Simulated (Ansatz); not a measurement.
```yaml
crystal:
  periodic: [false, false, false]
  atoms:
    - {symbol: Hg, position_ang: [-0.083765, 0.023244, 0.156102]}
    - {symbol: F, position_ang: [-1.765131, -0.494658, -0.462521]}
    - {symbol: F, position_ang: [1.816245, 0.336024, 0.958466]}
basis:
  gaussian: {orbitals: def2-SVP}
magnetization: {spin_polarized: true, initial_magnetization: 0}
hamiltonian: {xc: {name: B3LYP5}}
scf: {omitted_lower_state_checks: [starts]}
output: {forces: true}
```

```sh
$ ansatz run in.yaml --threads 2 --pin off --events-out ev --progress --plain --max-ram 4352MiB
```

Output, abridged:

```
Functional definition: B3LYP5
578 factors; integrals over basis functions are off by at most 6.6e-4 eV
mean field evaluation 1: about -9596.7182 eV, gradient 4.0e1 eV
mean field evaluation 2: about -9564.5567 eV, gradient 1.0e2 eV
mean field evaluation 4: about -9602.1297 eV, gradient 8.9e0 eV
mean field evaluation 8: about -9602.4902 eV, gradient 1.5e-1 eV
mean field evaluation 16: about -9602.4903 eV, gradient 1.6e-5 eV
mean field -9602.49027811 eV, -352.8850089189 hartree, gradient 1.6e-5 eV, S^2 0.000000; 0 other end points of the search recorded, 0 dependent functions left out
reference -9602.49045757 eV, -352.8850155138 hartree; 19, 19 occupied and 41, 41 virtual orbitals, 578 factors
Total energy: -9602.49045757 eV, -352.8850155138 hartree
Atom 0 at    -0.083765     0.023244     0.156102 Å, force     4.273129     0.585380     1.849278 eV/Å
Atom 1 at    -1.765131    -0.494658    -0.462521 Å, force    -1.905076    -0.379237    -0.779625 eV/Å
Atom 2 at     1.816245     0.336024     0.958466 Å, force    -2.368052    -0.206143    -1.069653 eV/Å
Dipole moment:    -0.165591     0.047371    -0.098221 e Å
Checks for a lower state left out: starts
```

Run time 5.5 s (2 threads of AMD EPYC 7571 on a shared host).

In the def2 sets Hg takes a core potential; there is no spin–orbit coupling.
